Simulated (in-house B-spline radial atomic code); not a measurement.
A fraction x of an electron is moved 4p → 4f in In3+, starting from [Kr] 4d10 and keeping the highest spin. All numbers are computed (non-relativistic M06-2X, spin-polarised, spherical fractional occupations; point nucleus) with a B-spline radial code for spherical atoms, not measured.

Caution: exact exchange at fractional occupations of open shells leaves self-interaction of up to several eV.

```tsv
x	E(x) - E(0) (eV)	4p down level (eV)	4f up level (eV)
0	0.0000	-114.387	-
0.125	13.1329	-115.439	-10.210
0.625	66.3896	-119.264	-11.589
0.75	?	?	?
0.875	?	?	?
1	107.0817	-121.775	-12.469
```

(1) What belongs in the row x = 0.75?

(2) What belongs in the row x = 0.875?

(3) Check Janak's theorem between x = 0.125 and 0.625.

## Answers

(1) An energy change of 79.8841 eV; 4p down at -120.135 eV, 4f up at -11.893 eV.

(2) An energy change of 93.4495 eV; 4p down at -120.981 eV, 4f up at -12.183 eV.

(3) The slope of the energy is 106.51 eV; the orbital levels give 106.45 eV (ε of the receiving orbital less ε of the emptying one, averaged over the two points).
